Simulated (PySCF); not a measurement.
## Identify the compound

The spectra below were simulated for a compound C8H10F2Si.

1H NMR (300 MHz, computed): δ 7.20 (m, 1H), 7.03 (m, 1H), 6.65 (m, 1H), 6.23 (m, 1H), 5.20 (m, 1H), 0.79 (m, 1H), 0.61 (m, 1H), 0.30 (m, 1H), 0.23 (m, 1H), 0.23 (m, 1H).

13C{1H} NMR (computed): δ 155.6 (CH), 152.2 (CH), 151.4 (C), 139.2 (CH), 122.7 (CH), 4.2 (CH2), 2.7 (CH2), -4.1 (CH).

[PySCF 2.14: GFN2-xTB geometry; shielding tensors at PBE0/pcSseg-1 (GIAO); a single conformation; non-relativistic; in vacuum]

Referencing at the same level of theory: 1H (31.72 ppm), 13C (186.93 ppm) vs TMS.

**Question.** Propose a structure and justify it.

**Answer.** 
Rings plus π bonds: 4 (2 rings in the answer). 8 carbon signals for 8 carbons: no two carbons are equivalent. Carbon types of the structure: 1 × C, 5 × CH, 2 × CH2, leaving 1 H on heteroatoms. δC 155.6, 152.2, 139.2: alkene CH; an sp2 carbon of a C=C bond. δC 151.4: fully substituted alkene carbon; an sp2 carbon of a C=C bond. δC 122.7: allylic sp3 CH bonded to 2 F; 2 electronegative neighbours deshield it. δC 4.2, 2.7, -4.1: three-membered-ring carbon; carbons of three-membered rings are unusually shielded. δH 7.20, 7.03, 6.23: hydrogen on an alkene CH; attached to an sp2 carbon and in the plane of the double bond. δH 6.65: hydrogen on an allylic sp3 CH bonded to 2 F; its carbon carries F, which withdraws density. δH 0.79, 0.61, 0.30, 0.23, 0.23: hydrogen on a three-membered-ring carbon; cyclopropane-type protons are shielded by the ring.

The compound is `FC(F)C1=CC=C[Si@H]1C1CC1`.

This is the structure that produced the data.

Splittings by 19F in the carbon and heteronuclear signals aren't shown, as no couplings were computed. Shifts are as computed. Against solution values, carbons near 30 ppm lie about +3 ppm off and those near 130 ppm about +5 ppm. Of 1211 compounds with measured shifts, 218 miss one by over three times the rms of a fit or turn the order of signals round; such compounds aren't used in these exercises. Multiplicities follow the n + 1 count of equivalent neighbours, as no J values were calculated; m marks all less simple cases, F and P coupling included.
